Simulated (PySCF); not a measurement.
Se: excitation energy

Se [Ar] 3d10 4s2 4p4 (3P) → Se [Ar] 3d10 4s2 4p3 5s1 (5S), as a difference of total energies. Calculation: PySCF 2.14, in aug-cc-pVDZ-DK (6s5p3d, 36 functions); the spin-free X2C one-electron Hamiltonian (Gaussian nucleus). Correlated levels: valence: [Ar] 3d10 frozen. The calculations carry no spin-orbit coupling.

| method | excitation energy (eV) |
| --- | --- |
| UHF | 5.520 |
| MP2 (valence) | 5.672 |
| SCS-MP2 (valence) | 5.810 |
| CCSD (valence) | 5.708 |
| CCSD(T) (valence) | 5.710 |
| CCSDT (valence) | 5.711 |

Problem. How much does correlation contribute at CCSD(T) (valence)?

Solution. 5.710 − (5.520) = 0.190 eV, measured against UHF.

Errors of the correlated levels include the incompleteness of this basis and the frozen core.

For comparison: 5.857 eV (measured; NIST levels, between the centres of gravity of the two terms).
